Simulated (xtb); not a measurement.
xtb input (GFN2-xTB):

```bash
xtb mol.xyz --gfn 2 --ohess tight --chrg 1 --uhf 0
```
mol.xyz:
```
12

C     -1.63203391     0.16954347    -0.07244334
C     -0.30607248    -0.39842846     0.23301782
O      0.71166680     0.34597829    -0.35777062
C      2.01656836    -0.07660683    -0.10763628
O      2.33342511    -0.98549089     0.59743995
H     -1.82316170     0.13218496    -1.22517358
H     -2.42016452    -0.40548293     0.33194665
H     -1.70086535     1.17639908     0.22835798
H     -0.15554003    -0.40965345     1.34161694
H     -0.21006769    -1.45219840    -0.08698226
H      2.68433575     0.62331500    -0.60392208
H      0.58160681     1.35587161    -0.32743597
```

End of the output:

```
           -------------------------------------------------
          | TOTAL ENERGY              -17.614032999296 Eh   |
          | TOTAL ENTHALPY            -17.510027505655 Eh   |
          | TOTAL FREE ENERGY         -17.547283220394 Eh   |
          | GRADIENT NORM               0.000142053172 Eh/α |
          | HOMO-LUMO GAP               3.902207219506 eV   |
           -------------------------------------------------

------------------------------------------------------------------------
------------------------------------------------------------------------
 total:
Note: The following floating-point exceptions are signalling: IEEE_UNDERFLOW_FLAG IEEE_DENORMAL
normal termination of xtb
 SCF:
 ANC optimizer:
 analytical hessian:
```

It need not be the lowest isomer of its formula.
